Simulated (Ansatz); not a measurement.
Born–Oppenheimer molecular dynamics of C$_{2}$FSi (4 atoms, charge 0, multiplicity 2). It goes on from the last frame of an earlier run, with new velocities.

Theory: UKS CAM-B3LYP-D4/6-31G (Ansatz).

```
ensemble                      : NVE (velocity Verlet)
time step                     : 2 fs
steps asked                   : 100
starting velocities drawn for : 400 K
seed                          : 990334
```

First frame:

```xyz
4
Properties=species:S:1:pos:R:3
F 0.303 0.456 1.592
C 0.100 0.004 0.322
C -0.208 -1.009 -0.455
Si 0.036 0.591 -1.513
```

**Question.** How far do the bonds stretch over the last three quarters of this one trajectory? (Pairs bonded in most of those frames.)

**Answer.** 
| bond | mean (Å) | spread (Å) | shortest | longest |
| --- | --- | --- | --- | --- |
| F1–C2 | 1.355 | 0.020 | 1.32 | 1.40 |
| C2–C3 | 1.325 | 0.016 | 1.30 | 1.36 |
| C2–Si4 | 1.927 | 0.037 | 1.86 | 2.01 |
| C3–Si4 | 1.917 | 0.040 | 1.85 | 1.98 |

Mean temperature of the second half: 246 K. The conserved energy stayed within 0.44 meV per atom of its start (net change 0.4 meV per atom), so the integration is sound. A run of 0.2 ps of so small a system gives no equilibrium averages. Limits of this set-up: no polarisation functions.

The run took 3.4 min on 1 thread of Arm Neoverse V1, with other jobs on the host, peak memory 0.12 GiB.
